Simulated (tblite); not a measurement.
C9H9 (doublet state).
Numbering: `[CH:1]#[C:2][C:3]#[C:4][C@H:5]([C:6]=[CH2:7])[CH2:8][CH3:9]` (hydrogens: H10 on C1; H11 on C5; H12, H13 on C7; H14, H15 on C8; H16, H17, H18 on C9)

Cartesian coordinates in Å at the GFN2-xTB level; atoms count from 1:
```xyz
18
C9H9 angstrom
C      4.633    0.764    0.350
C      3.478    0.609    0.042
C      2.176    0.427   -0.296
C      1.038    0.214   -0.648
C     -0.375    0.048   -0.935
C     -1.101    1.084   -0.189
C     -0.962    2.075    0.628
C     -0.851   -1.364   -0.538
C     -2.321   -1.564   -0.880
H      5.637    0.897    0.617
H     -0.545    0.193   -2.011
H     -0.003    2.430    1.012
H     -1.814    2.633    0.990
H     -0.239   -2.103   -1.062
H     -0.696   -1.497    0.535
H     -2.926   -0.811   -0.379
H     -2.483   -1.478   -1.953
H     -2.655   -2.548   -0.560
```

Method: GFN2-xTB as coded in tblite; computed harmonic values from a numerical Hessian at the method's own geometry, unscaled. This tight-binding method is rough: wavenumbers can miss measured ones by several per cent, in bad cases by 10 to 20. One conformer, not necessarily the lowest. Open shells enter through the occupations alone, without spin polarisation, and single modes of such species can be off by tens of per cent.

Harmonic wavenumbers (cm⁻¹): 53.5, 61.6, 69.1, 97.5, 156.1, 172.5, 203.0, 257.1, 274.6, 341.1, 367.4, 373.6, 404.5, 441.8, 548.6, 627.5, 634.6, 751.3, 811.2, 857.4, 893.6, 951.9, 973.4, 1069.0, 1100.1, 1104.9, 1180.3, 1221.3, 1234.8, 1267.9, 1330.8, 1372.1, 1410.9, 1488.1, 1497.2, 1501.8, 1807.0, 2209.4, 2312.8, 2865.8, 2872.1, 2970.8, 2984.8, 3025.2, 3028.7, 3036.8, 3037.7, 3403.8.

A = 3084, B = 784.1, C = 650.1 MHz; mass 117.070 u (most abundant isotopes); point group C1, symmetry number 1; spin multiplicity 2.

**Question.** What is the zero-point energy?

**Answer.** ½Σν̃ = 30328 cm⁻¹ = 86.71 kcal/mol.

**Question.** Entropy at 298.15 K, 1 bar (ideal gas, RRHO, classical rotation)?

**Answer.** Translation 40.21, rotation 29.70, vibration 35.03, spin (R ln 2) 1.38: S = 106.3 cal/(mol K).

**Question.** And Cp and H(298.15 K) − H(0)?

**Answer.** Cp = 40.98 cal/(mol K), of which vibrations give 33.03 (their classical limit is 48 R = 95.4); H(298.15 K) − H(0) = 7.74 kcal/mol without the zero-point energy, 5.37 from vibrations.

**Question.** What must be added to the electronic energy to get the Gibbs energy at 298.15 K and 1 bar?

**Answer.** ZPE + [H(298.15 K) − H(0)] − T·S = 86.71 + 7.74 − 31.70 = 62.75 kcal/mol.

**Question.** Blend soft modes into free rotors: weight 1/[1 + (100 cm⁻¹/ν̃)⁴] for the oscillator and the rest for a rotor with moment μB/(μ + B), μ = h/(8π²ν), B = 10⁻⁴⁴ kg m². What vibrational entropy results?

**Answer.** 31.86 cal/(mol K) in place of 35.03, which changes −T·S at 298.15 K by +0.94 kcal/mol.

**Question.** How do the functions run with temperature in this model?

**Answer.** 
```json
{"T (K)": "150", "S (cal/(mol K))": "83.3", "Cp (cal/(mol K))": "27.1", "H − H(0) (kcal/mol)": "2.67", "G − H(0) (kcal/mol)": "-9.84", "ln q(vib)": "3.87"}
{"T (K)": "250", "S (cal/(mol K))": "99.5", "Cp (cal/(mol K))": "36.7", "H − H(0) (kcal/mol)": "5.87", "G − H(0) (kcal/mol)": "-19.01", "ln q(vib)": "7.08"}
{"T (K)": "400", "S (cal/(mol K))": "119.6", "Cp (cal/(mol K))": "49.4", "H − H(0) (kcal/mol)": "12.35", "G − H(0) (kcal/mol)": "-35.48", "ln q(vib)": "11.58"}
{"T (K)": "600", "S (cal/(mol K))": "142.2", "Cp (cal/(mol K))": "62.3", "H − H(0) (kcal/mol)": "23.59", "G − H(0) (kcal/mol)": "-61.72", "ln q(vib)": "17.09"}
{"T (K)": "900", "S (cal/(mol K))": "170.1", "Cp (cal/(mol K))": "75.3", "H − H(0) (kcal/mol)": "44.37", "G − H(0) (kcal/mol)": "-108.71", "ln q(vib)": "24.49"}
```

q(vib) and H(0) count from the zero-point level.

**Question.** Which modes carry the vibrational entropy at 298.15 K?

**Answer.** 53.5 cm⁻¹: 4.68; 61.6 cm⁻¹: 4.41; 69.1 cm⁻¹: 4.18; 97.5 cm⁻¹: 3.50; 156.1 cm⁻¹: 2.60; 172.5 cm⁻¹: 2.41 cal/(mol K); the other 42 give 13.25 together.

Hindered rotation and anharmonicity are outside this model. Other conformers, if any are populated, would add a mixing term that is left out. The structure is chiral; the term R ln 2 for an equal mix with its mirror image is left out.

On Arm Neoverse V2, one thread, shared host, this took 0.51 s of wall time. This covers the Hessian and the dipole derivatives.
